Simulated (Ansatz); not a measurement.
Ideal-gas functions of BFH$_{4}$O$_{2}$Si (`OB(O)[SiH2]F`) at 298.15 K and 1 bar, from an Ansatz frequency run at PBE0-D4/def2-TZVP.

Molar mass 93.93 g/mol, point group C1 (symmetry number 1), electronic degeneracy 1, moments of inertia 72.631, 220.333, 273.705 u Å². Harmonic wavenumbers (cm⁻¹, unscaled): 24, 125, 239, 342, 417, 528, 576, 591, 660, 740, 855, 906, 952, 996, 1012, 1306, 1418, 2196, 2217, 3822, 3906.

Use S(trans) = R[1.5 ln M + 2.5 ln T − 1.1517]; rotational temperatures θ = 24.2544 K / I; S(rot) = R[ln(√π/σ · √(T³/θAθBθC)) + 1.5]; for each mode x = 1.438777 ν̃/T, S = R[x/(eˣ − 1) − ln(1 − e⁻ˣ)] and H = RT x/(eˣ − 1); 1 cm⁻¹ = 0.0119627 kJ/mol; R = 8.31446 J/(mol·K).

Q: By hand: the entropy, in J/(mol·K).

A: Translation 165.5. Rotation: θ = 0.3339, 0.1101, 0.0886 K, giving 112.1. Vibration, mode by mode: 26.24, 12.64, 7.57, 5.03, 3.77, 2.48, 2.06, 1.95, 1.49, 1.10, 0.70, 0.57, 0.47, 0.40, 0.37, 0.11, 0.07, 0.00, 0.00, 0.00, 0.00, in all 67.0. Electronic 0.0. Sum 344.6 J/(mol·K).

Q: By hand: H − E and G − E in kJ/mol, counted from the electronic energy.

A: Zero-point energy ½ × 23828 × 0.0119627 = 142.5; thermal vibration 9.9; translation, rotation and pV give 4 RT = 9.9. H − E = 162.3 kJ/mol, and G − E = 162.3 − 298.15 × 344.6/1000 = 59.6 kJ/mol.

Vibration gives 19 % of the entropy, 38.9 J/(mol·K) of it from the modes under 150 cm⁻¹: soft modes count most, and the harmonic formula is weakest for them. The sum counts one conformer and one mirror image; others add a mixing term.
